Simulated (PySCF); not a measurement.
This script is equivalent to a calculation on Br²⁺ (bromine, charge +2).

```python
from pyscf import gto, scf, dft, mp, cc
import basis_set_exchange as bse
mol = gto.M(atom="Br 0 0 0", charge=2, spin=3, symmetry="D2h",
            basis=gto.basis.parse(bse.get_basis("cc-pVTZ-DK", elements=["Br"], fmt="nwchem", header=False)),
            nucmod="G")
mf = scf.UHF(mol).sfx2c1e()
mf.irrep_nelec = {'Ag': (6, 6), 'B1g': (1, 1), 'B2g': (1, 1), 'B3g': (1, 1), 'B1u': (3, 2), 'B2u': (3, 2), 'B3u': (3, 2)}
mf.kernel()
```

(1) What total energy does it give?

(2) Which occupied shell lies highest, and where?

(3) What is ⟨S²⟩, and what would a pure spin state give?

Results:

(1) -2603.27493 hartree (calculated).

(2) 4p α, at -35.209 eV.

(3) 3.751, against 3.75.
